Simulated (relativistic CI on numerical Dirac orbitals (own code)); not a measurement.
**Cu18+: sensitivity of the levels to the model**

Base calculation: Dirac-Coulomb-Breit CI, separate exchange-only KLI orbitals for each configuration, model QED, unscaled Slater integrals.

CI space (outside the closed core [Ne]): 3s, 3p, 3d, 4s, 4p, 4d, 4f, 5s, 5p, 5d, 5f, 5g, 6s, 6p, 6d, 7s, 7p. Levels of other configurations are missing.

Variants: (1) QED terms removed. Shifts of the energy above 3s 2S_1/2, in eV, for the lowest level and the first level of each name with at least 55 % of one term (blank where a level changes its place among those of its configuration and J or its character, or is not in the variant):

```csv
Level,Base,Δ(1)
3s 2S_1/2,0.000,0.000
3p 2P°_1/2,40.941,+0.142
3p 2P°_3/2,45.440,+0.131
3d 2D_3/2,100.817,+0.139
3d 2D_5/2,101.512,+0.136
4s 2S_1/2,313.983,+0.080
4p 2P°_1/2,330.400,+0.136
4p 2P°_3/2,332.168,+0.131
4d 2D_3/2,352.616,+0.134
4d 2D_5/2,352.931,+0.133
4f 2F°_5/2,362.073,+0.132
4f 2F°_7/2,362.193,+0.132
5s 2S_1/2,449.171,+0.106
5p 2P°_1/2,457.310,+0.133
5p 2P°_3/2,458.185,+0.131
5d 2D_3/2,468.077,+0.133
5d 2D_5/2,468.243,+0.132
5f 2F°_5/2,472.832,+0.132
5f 2F°_7/2,472.893,+0.131
5g 2G_7/2,473.328,+0.131
5g 2G_9/2,473.366,+0.131
6s 2S_1/2,519.685,+0.117
```

At this charge energies of transitions that change n are usually good to better than 1 %, and those within a shell (Δn = 0) to a few per cent.

Ionisation energy from the two ground configurations alone: base 669.877 eV. The NIST ASD value (semi-empirical) is 670.608 eV.
